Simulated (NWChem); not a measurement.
System: LaF$_{3}$; SMILES [La]([F])([F])[F]

Output (shortened):

```
             Northwest Computational Chemistry Package (NWChem) 7.3.0
             --------------------------------------------------------

 C3  symmetry detected

                             Geometry "geometry" -> ""
                             -------------------------

 Output coordinates in angstroms (scale by  1.889725989 to convert to a.u.)

  No.       Tag          Charge          X              Y              Z
 ---- ---------------- ---------- -------------- -------------- --------------
    1 La                  57.0000     0.00000000     0.00000000     0.16054350
    2 F                    9.0000    -0.36856296     2.04617293    -0.33892517
    3 F                    9.0000     1.95631922    -0.70390158    -0.33892517
    4 F                    9.0000    -1.58775626    -1.34227135    -0.33892517

 Effective nuclear repulsion energy (a.u.)     416.5816840433

      Symmetry information
      --------------------

 Group name             C3
 Group number              5
 Group order               3
 No. of unique centers     2

                                 NWChem DFT Module
                                 -----------------

 Summary of "ao basis" -> "ao basis" (spherical)
 ------------------------------------------------------------------------------
       Tag                 Description            Shells   Functions and Types
 ---------------- ------------------------------  ------  ---------------------
 La                         def2-svp                12       32   6s3p2d1f
 F                          def2-svp                 6       14   3s2p1d

      Symmetry analysis of basis
      --------------------------

        a          28
        e+         23
        e-         23

  Rotation of axis

            General Information
            -------------------
          SCF calculation type: DFT
          Wavefunction type:  closed shell.
          No. of atoms     :     4
          No. of electrons :    38
           Alpha electrons :    19
            Beta electrons :    19
          Charge           :     0
          Spin multiplicity:     1
          Use of symmetry is: on ; symmetry adaption is: on
          Maximum number of iterations: 150
          AO basis - number of functions:    74
                     number of shells:    30
          Convergence on energy requested:  1.00D-06
          Convergence on density requested:  1.00D-05
          Convergence on gradient requested:  5.00D-04

              XC Information
              --------------
                       B3PW91 Method XC Functional
                     Hartree-Fock (Exact) Exchange  0.200
                        Slater Exchange Functional  0.800 local
                    Becke 1988 Exchange Functional  0.720 non-local
                Perdew 1991 Correlation Functional  0.810 non-local
            Perdew 1991 LDA Correlation Functional  1.000 local

             Grid Information
             ----------------
          Grid used for XC integration:  medium
          Radial quadrature: Mura-Knowles
          Angular quadrature: Lebedev.
          Tag              B.-S. Rad. Rad. Pts. Rad. Cut. Ang. Pts.
          ---              ---------- --------- --------- ---------
          La                  1.95      123          11.0       590
          F                   0.50       49           8.0       434
          Grid pruning is: on
          Number of quadrature shells:   172
          Spatial weights used:  Erf1

      Superposition of Atomic Density Guess
      -------------------------------------

 Sum of atomic energies:        -333.42038379

      Non-variational initial energy
      ------------------------------

 Total energy =    -328.516887
 1-e energy   =    -685.033545
 2-e energy   =     247.306346
 HOMO         =      -0.621471
 LUMO         =      -0.118294

      Symmetry analysis of molecular orbitals - initial
      -------------------------------------------------

  Numbering of irreducible representations:

     1 a           2 e+          3 e-

  Orbital symmetries:

     1 a           2 e+          3 e+          4 a           5 e+
     6 e+          7 a           8 e+          9 e+         10 a
    11 e+         12 e+         13 a          14 e+         15 e+
    16 a          17 a          18 e+         19 e+         20 a
    21 a          22 e+         23 e+         24 e+         25 e+
    26 a          27 e+         28 e+         29 a

     ---------------------------------------------
      Total Density - Mulliken Population Analysis
     ---------------------------------------------

    Atom       Charge   Shell Charges
 -----------   ------   -------------------------------------------------------
    1 La  11     8.68   0.10 -0.52  1.61  0.83  0.05  0.01  5.36  0.68  0.03  0.37  0.05  0.11
    2 F    9     9.77   1.99  1.17  0.80  3.63  2.19  0.00
    3 F    9     9.77   1.99  1.17  0.80  3.63  2.19  0.00
    4 F    9     9.77   1.99  1.17  0.80  3.63  2.19  0.00

   convergence    iter        energy       DeltaE   RMS-Dens  Diis-err
 ---------------- ----- ----------------- --------- --------- ---------
 d= 0,ls=0.0,diis     1   -330.8192187198 -4.40D+02  3.80D-02  1.95D+00
 d= 0,ls=0.0,diis     2   -329.6732603033  1.15D+00  2.45D-02  1.50D+01
 d= 0,ls=0.0,diis     3   -331.0517240773 -1.38D+00  9.95D-04  1.21D-02
 d= 0,ls=0.0,diis     4   -331.0524895958 -7.66D-04  4.61D-04  1.18D-03
 d= 0,ls=0.0,diis     5   -331.0526362289 -1.47D-04  5.55D-05  2.66D-05
  Resetting Diis
 d= 0,ls=0.0,diis     6   -331.0526390473 -2.82D-06  1.49D-05  1.14D-06
 d= 0,ls=0.0,diis     7   -331.0526392203 -1.73D-07  1.82D-06  1.43D-08

         Total DFT energy =     -331.052639220347
      One electron energy =     -691.114180898081
           Coulomb energy =      286.654905336851
    Exchange-Corr. energy =      -35.803676218716
 Nuclear repulsion energy =      109.210312559598

 Numeric. integr. density =       37.999996509217

                  Occupations of the irreducible representations
                  ----------------------------------------------

                     irrep           alpha         beta
                     --------     --------     --------
                     a                 7.0          7.0
                     e+               12.0         12.0
                     e-                0.0          0.0

                       DFT Final Molecular Orbital Analysis
                       ------------------------------------

 Vector   17  Occ=2.000000D+00  E=-3.540275D-01  Symmetry=a
              MO Center=  7.0D-14,  1.4D-13, -3.3D-01, r^2= 4.8D+00
   Bfn.  Coefficient  Atom+Function         Bfn.  Coefficient  Atom+Function
  ----- ------------  ---------------      ----- ------------  ---------------
    38      0.282458  2 F  pz                52      0.282458  3 F  pz
    66      0.282458  4 F  pz                37      0.241644  2 F  py
    50      0.231033  3 F  px                41     -0.205269  2 F  pz
    55     -0.205269  3 F  pz                69     -0.205269  4 F  pz
    64     -0.187508  4 F  px                 9     -0.184374  1 La pz

 Vector   18  Occ=2.000000D+00  E=-3.421169D-01  Symmetry=e+
              MO Center=  9.6D-02, -1.5D-02, -3.1D-01, r^2= 4.7D+00
   Bfn.  Coefficient  Atom+Function         Bfn.  Coefficient  Atom+Function
  ----- ------------  ---------------      ----- ------------  ---------------
    65      0.330049  4 F  py                50      0.304326  3 F  px
     7      0.261095  1 La px                36     -0.251730  2 F  px
    52     -0.242974  3 F  pz                68     -0.233209  4 F  py
    37     -0.230008  2 F  py                53     -0.204564  3 F  px
    39      0.182524  2 F  px                55      0.173353  3 F  pz

 Vector   19  Occ=2.000000D+00  E=-3.421169D-01  Symmetry=e+
              MO Center= -9.6D-02,  1.5D-02, -3.1D-01, r^2= 4.7D+00
   Bfn.  Coefficient  Atom+Function         Bfn.  Coefficient  Atom+Function
  ----- ------------  ---------------      ----- ------------  ---------------
    51      0.342372  3 F  py                64     -0.312029  4 F  px
     8     -0.261095  1 La py                36      0.248028  2 F  px
    54     -0.245623  3 F  py                66     -0.222239  4 F  pz
    37     -0.213684  2 F  py                67      0.213761  4 F  px
    38      0.198605  2 F  pz                39     -0.176112  2 F  px

 Vector   20  Occ=0.000000D+00  E=-7.512387D-02  Symmetry=a
              MO Center= -4.2D-15, -1.2D-15,  1.1D+00, r^2= 5.2D+00
   Bfn.  Coefficient  Atom+Function         Bfn.  Coefficient  Atom+Function
  ----- ------------  ---------------      ----- ------------  ---------------
     5      0.500091  1 La s                 18      0.495335  1 La d  0
     3     -0.393906  1 La s                  6      0.386147  1 La s
     2      0.302600  1 La s                 15      0.273742  1 La pz
    23      0.191817  1 La d  0               4     -0.187534  1 La s
     9      0.146494  1 La pz                 1     -0.132987  1 La s

 Vector   21  Occ=0.000000D+00  E=-1.771297D-02  Symmetry=e+
              MO Center= -8.4D-03,  1.6D-03,  5.7D-01, r^2= 4.2D+00
   Bfn.  Coefficient  Atom+Function         Bfn.  Coefficient  Atom+Function
  ----- ------------  ---------------      ----- ------------  ---------------
    19      0.715639  1 La d  1              17      0.320908  1 La d -1
    13     -0.274817  1 La px                24      0.237906  1 La d  1
    52     -0.157538  3 F  pz                 7     -0.155954  1 La px
    55      0.145268  3 F  pz                20     -0.127218  1 La d  2
    14      0.123234  1 La py                22      0.106682  1 La d -1

 Vector   22  Occ=0.000000D+00  E=-1.771297D-02  Symmetry=e+
              MO Center=  8.4D-03, -1.6D-03,  5.7D-01, r^2= 4.2D+00
   Bfn.  Coefficient  Atom+Function         Bfn.  Coefficient  Atom+Function
  ----- ------------  ---------------      ----- ------------  ---------------
    17      0.715639  1 La d -1              19     -0.320908  1 La d  1
    14      0.274817  1 La py                22      0.237906  1 La d -1
     8      0.155954  1 La py                66     -0.142442  4 F  pz
    69      0.131348  4 F  pz                38      0.130422  2 F  pz
    16     -0.127218  1 La d -2              13      0.123234  1 La px

     ---------------------------------------------
      Total Density - Mulliken Population Analysis
     ---------------------------------------------

    Atom       Charge   Shell Charges
 -----------   ------   -------------------------------------------------------
    1 La  11     9.70   0.11 -0.53  1.68  0.77  0.06 -0.00  5.38  0.69  0.08  1.05  0.19  0.22
    2 F    9     9.43   1.99  1.12  0.83  3.32  2.17  0.00
    3 F    9     9.43   1.99  1.12  0.83  3.32  2.17  0.00
    4 F    9     9.43   1.99  1.12  0.83  3.32  2.17  0.00

     -------------------------------------------
      Total Density - Lowdin Population Analysis
     -------------------------------------------

    Atom       Charge   Shell Charges
 -----------   ------   -------------------------------------------------------
    1 La  11    10.14   0.00  0.02  0.87  0.95  0.21  0.05  4.65  1.41  0.15  1.05  0.38  0.40
    2 F    9     9.29   1.98  1.03  0.81  3.21  2.26  0.00
    3 F    9     9.29   1.98  1.03  0.81  3.21  2.26  0.00
    4 F    9     9.29   1.98  1.03  0.81  3.21  2.26  0.00

     Multipole analysis of the density
     ---------------------------------

     L   x y z        total         alpha         beta         nuclear
     -   - - -        -----         -----         ----         -------
     0   0 0 0     -0.000000    -19.000000    -19.000000     38.000000

     1   1 0 0     -0.000000     -0.000000     -0.000000      0.000000
     1   0 1 0     -0.000000     -0.000000     -0.000000      0.000000
     1   0 0 1      1.595772      7.775700      7.775700    -13.955628

     2   2 0 0    -38.756092   -123.574456   -123.574456    208.392819
     2   1 1 0      0.000000      0.000000      0.000000      0.000000
     2   1 0 1     -0.000000     -0.000000     -0.000000      0.000000
     2   0 2 0    -38.756092   -123.574456   -123.574456    208.392819
     2   0 1 1      0.000000      0.000000      0.000000     -0.000000
     2   0 0 2    -25.263144    -18.675622    -18.675622     12.088101
```

Level: B3PW91/def2-SVP with def2 effective core potentials on La. Structure relaxed at the PBE0/def2-SVP level. def2 effective core potentials on La; no spin-orbit coupling.

Q: Which NWChem input produces such a log?

A: This is not unique; one that fits is the input that was run:
```
start job
memory heap 200 mb stack 900 mb global 1100 mb
geometry units angstroms noautoz
  La    -0.000034    -0.000010     0.193271
  F     -2.079025    -0.021413    -0.306195
  F      1.020954     1.811131    -0.306200
  F      1.058105    -1.789708    -0.306198
end
basis spherical
  * library def2-svp
end
ecp
  La library def2-ecp
end
dft
  xc b3pw91
  iterations 150
  mulliken
end
task dft energy
```
